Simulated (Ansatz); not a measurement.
Geometry optimisation, RKS BHLYP/def2-SVP in Ansatz.

input.yaml

```yaml
crystal:
  periodic: [false, false, false]
  atoms:
    - { symbol: Ge, position_ang: [0.0, 0.0, 0.0] }
    - { symbol: H, position_ang: [0.0, 0.0, 1.55] }
    - { symbol: H, position_ang: [1.4616, 0.0, -0.5162] }
    - { symbol: F, position_ang: [-0.7913, 1.3709, -0.5594] }
    - { symbol: F, position_ang: [-0.7913, -1.3709, -0.5594] }
basis:
  gaussian: { orbitals: def2-SVP }
hamiltonian:
  xc: { name: BHLYP }
relax:
  f_tol: 0.02
  max_steps: 40
```

Run as:

```bash
$ ansatz run input.yaml --threads 1 --pin off --max-ram 2048MiB --backend cpu --events-out ev --progress --plain --runs-dir out
```

Problem. Where does it end, and by what steps?

Solution. The run converged. After 4 steps the energy has fallen by 0.122 eV; Ge1 moved furthest, 0.08 Å.

| step | energy less start (eV) | largest force component (eV/Å) | accepted |
| --- | --- | --- | --- |
| 0 | 0.0000 | 2.428 | yes |
| 1 | -0.1016 | 0.823 | yes |
| 2 | -0.1215 | 0.050 | yes |
| 3 | -0.1219 | 0.021 | yes |
| 4 | -0.1220 | 0.002 | yes |

```xyz
5
Properties=species:S:1:pos:R:3
Ge 0.066 0.000 0.047
H -0.060 0.000 1.560
H 1.451 0.000 -0.576
F -0.789 1.362 -0.558
F -0.789 -1.362 -0.558
```

The run took 12 s on 1 thread of Arm Neoverse V1, on a shared host, peak memory 0.13 GiB.
